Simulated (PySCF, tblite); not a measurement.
A database entry of computed molecular properties. Lists by class give the value and the number of equivalent atoms.

```json
{
 "formula": "C3H5O4S",
 "smiles": "CS(=O)(=O)[CH]C(=O)O",
 "charge": 0,
 "multiplicity": 2,
 "geometry_level": "GFN2-xTB",
 "atoms_angstrom": [
  ["C", -1.732, 0.253, 0.68],
  ["S", -0.859, -0.953, -0.328],
  ["O", -0.312, -2.001, 0.507],
  ["O", -1.678, -1.345, -1.436],
  ["C", 0.641, -0.226, -0.934],
  ["C", 1.484, 0.523, -0.056],
  ["O", 1.156, 0.939, 1.041],
  ["O", 2.697, 0.773, -0.577],
  ["H", -2.134, 1.008, 0.018],
  ["H", -1.021, 0.669, 1.383],
  ["H", -2.527, -0.273, 1.194],
  ["H", 1.051, -0.661, -1.829],
  ["H", 3.228, 1.294, 0.047]
 ],
 "electronic_structure_code": "PySCF",
 "results": {
  "GFN2-xTB geometry": {
   "point_group": "C1",
   "rotational_constants_GHz": [3.445, 1.197, 1.078]
  },
  "GFN2-xTB harmonic vibrations, gas phase": {
   "strongest_ir_bands_cm-1_km_per_mol_modes": [
    [698.6, 165.3, 1],
    [1085.3, 196.0, 1],
    [1147.5, 167.9, 1],
    [1242.8, 454.6, 1],
    [1298.2, 328.3, 1],
    [1646.8, 272.0, 1]
   ],
   "zpe_kcal_per_mol": 51.9
  },
  "UKS B3LYP, pcH-1 on C H O S, non-relativistic, mean-field spin-orbit, GIAO": {
   "g_iso": 2.00347,
   "g_tensor": [2.00261, 2.00352, 2.00427],
   "s2": 0.757,
   "a_iso_by_class_MHz": [
    ["13C", 82.6, 1],
    ["1H", -54.2, 1],
    ["13C", -34.1, 1],
    ["17O", -10.9, 1],
    ["33S", -10.2, 1]
   ],
   "spin_populations_mulliken_by_atom": [-0.01, -0.05, 0.12, 0.02, 0.84, -0.07, 0.16, 0.02, 0.0, 0.0, 0.0, -0.03, 0.0]
  }
 }
}
```

The zero-point energy, half the sum of the 33 harmonic wavenumbers, equals 18160 cm⁻¹ or 217 kJ/mol. The rotational constants make it an asymmetric top with κ = (2B − A − C)/(A − C) = -0.90, nearer the prolate limit (−1). With B = h/(8π²I), that is 505.379 GHz u Å² over I, the principal moments of inertia are 146.7, 422.1 and 469.0 u Å² (most abundant isotopes). ⟨S²⟩ is 0.007 above the pure-spin value S(S + 1) = 0.75. At 9.50 GHz, hν = g·μB·B₀ (B₀ the magnetic field) puts the centre of the isotropic spectrum, to first order, at 338.8 mT.

One conformer (not necessarily the lowest) at the GFN2-xTB geometry, without solvent or vibrations. In GFN2-xTB open shells enter through the occupations alone, without spin polarisation, so single modes can be far off. Hyperfine couplings depend on the geometry, which wasn't re-optimised at a DFT level. Couplings of like nuclei are plain means over topologically equivalent atoms, as if these changed places fast (by rotation of a methyl-like group, say); in this geometry the members of some sets differ.

Shape of the structure used: `[CH3:1][S:2](=[O:3])(=[O:4])[CH:5][C:6](=[O:7])[OH:8]`: C1–S2–C5–C6 45°, S2–C5–C6–O7 -15°, H–O8–C6–C5 179°.
